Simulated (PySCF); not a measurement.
# Choosing a basis for TDDFT

CH4BrGeN.
InChI=1S/CH4BrGeN/c1-4-3-2/h1,3H2

TDDFT with PBE0 (PySCF), vertical singlets, core orbitals frozen in the response, spherical d and f functions. Isolated species at its PBE0-D3(BJ)/def2-SVP geometry (one conformer only). The PBE0/6-31G* calculation is non-relativistic and has no spin–orbit coupling, an omission that weighs most on bromine and germanium.

| basis | functions | diffuse | S1 (eV) | S2 (eV) | S3 (eV) | S4 (eV) | S5 (eV) | LUMO (eV) | α (au) |
| --- | --- | --- | --- | --- | --- | --- | --- | --- | --- |
| 6-31G* | 100 | no | 4.53 | 6.12 | 6.39 | 6.46 | 6.60 | -0.75 | 58.5 |
| def2-SVP | 112 | no | 4.39 | 6.25 | 6.32 | 6.45 | 6.53 | -0.89 | 59.5 |
| def2-SVPD | 151 | yes | 4.35 | 5.97 | 6.21 | 6.28 | 6.37 | -1.13 | 72.9 |
| aug-cc-pVDZ | 154 | yes | 4.35 | 5.89 | 6.18 | 6.23 | 6.34 | -1.15 | 73.2 |
| def2-TZVP | 182 | no | 4.35 | 6.11 | 6.26 | 6.40 | 6.42 | -1.07 | 68.6 |
| def2-TZVPD | 221 | yes | 4.33 | 5.95 | 6.21 | 6.30 | 6.36 | -1.13 | 73.8 |

**Question.** How much do these states and the polarisability depend on the basis?

**Answer.** States are compared by their number. Against the largest diffuse basis here (def2-TZVPD, itself not a converged limit), sets without diffuse functions differ by up to 0.20 eV in S1 and 0.24 eV in S5; the smaller diffuse sets differ by up to 0.02 and 0.02 eV. State by state, the largest deviation of a set without diffuse functions is S1 0.20, S2 0.30, S3 0.18, S4 0.16, S5 0.24 eV. The same number needn't mean the same state in each row. Against def2-TZVPD the polarisability deviates by -21% in 6-31G*, -19% in def2-SVP, -1% in def2-SVPD, -1% in aug-cc-pVDZ, -7% in def2-TZVP.
